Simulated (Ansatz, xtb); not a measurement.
**C2H3AlBF: which of two isomers lies lower**

Structure a is `[F][AlH][C]1=CB1`, a singlet and structure b is `BC#[C][AlH][F]`, a singlet. Both are isolated molecules in the gas phase, relaxed with r2SCAN-D4/def2-SVP; the shapes shown needn't be the lowest conformers.

a (Å):

```tsv
atom	x (Å)	y (Å)	z (Å)
C	0.2439	-1.1077	0.0742
C	1.5482	-0.7022	-0.0138
Al	-1.2605	-1.7418	1.0838
B	0.8140	-0.7354	-1.2733
F	-2.2967	-0.6053	1.7272
H	-1.6289	-3.2628	1.2634
H	2.3773	-0.5569	0.6853
H	0.6727	-0.6032	-2.4503
```

b (Å):

```xyz
8

C    -0.3163    1.1644    0.4198
C     0.8313    0.6988    0.4799
Al    2.5702   -0.0710    0.5685
B    -1.7050    1.7343    0.3478
F     3.8585    0.9676    0.7324
H    -2.1823    2.0262   -0.7207
H    -2.3423    1.8986    1.3585
H     2.8341   -1.6158    0.4948
```

Energies in hartree; the thermal terms are from r2SCAN-D4/def2-SVP harmonic frequencies (ideal gas, rigid rotor, one conformer each, 600 K, 1 atm) and include the zero-point energy:

```
                              a           b
E, CCSD(T)/def2-SVP  −443.937875  −443.933484
    E, MP2/def2-SVP  −443.887115  −443.880575
  E, MP2/def2-TZVPP  −444.357798  −444.355949
  zero-point energy     0.042030     0.039430
       H(600 K) − E     0.062448     0.061068
       G(600 K) − E    −0.031616    −0.035876
```

Problem. Correct the CCSD(T) difference for the basis set by the MP2 change, then work out ΔE, ΔE₀, ΔH and ΔG for a → b in kcal/mol (1 Eh = 627.51 kcal/mol) and the equilibrium ratio [b]/[a].

Solution. 1. Differences b − a: CCSD(T) +0.004391, MP2 in the small set +0.006540, MP2 in the large set +0.001849 Eh.
2. ΔE = +0.004391 + (+0.001849 − (+0.006540)) = −0.000300 Eh = −0.19 kcal/mol.
3. ΔE₀ = ΔE + ΔZPE = −0.000300 + (−0.002600) Eh = −1.82 kcal/mol.
4. ΔH = ΔE + (−0.001380) Eh = −1.05 kcal/mol.
5. ΔG = ΔE + (−0.004260) Eh = −2.86 kcal/mol, so ΔS = (ΔH − ΔG)/T = +12.6 J/(mol K).
6. kT = 1.9001 mEh, so K = [b]/[a] = exp(−ΔG/kT) = exp(+2.40) ≈ 11.

The sums favour b, but ΔE leans on the basis-set step (CCSD(T) alone has the other sign or is under 1 kcal/mol), so the order isn't settled. An error of 1 kcal/mol in ΔG would change K by a factor of 2.3. Mirror images and further conformers aren't counted.

As drawn, b has 1 C≡C, 1 B–H in place of 1 C=C, 1 C–B, 1 C–H. Structure a has a 3-membered ring, b no ring.

Other levels gave ΔE = −10.3 (GFN2-xTB); +1.4 (HF/STO-3G, GFN2-xTB geometries); +5.4 (r2SCAN-D4/def2-SVP//GFN2-xTB); +6.8 (r2SCAN-D4/def2-SVP); +1.6 (HF/def2-SVP); +4.1 (MP2/def2-SVP); +2.8 (CCSD(T)/def2-SVP) kcal/mol. The correlated steps freeze 9 core orbitals. Programs: Ansatz 0.2.0, xtb 6.7.1.
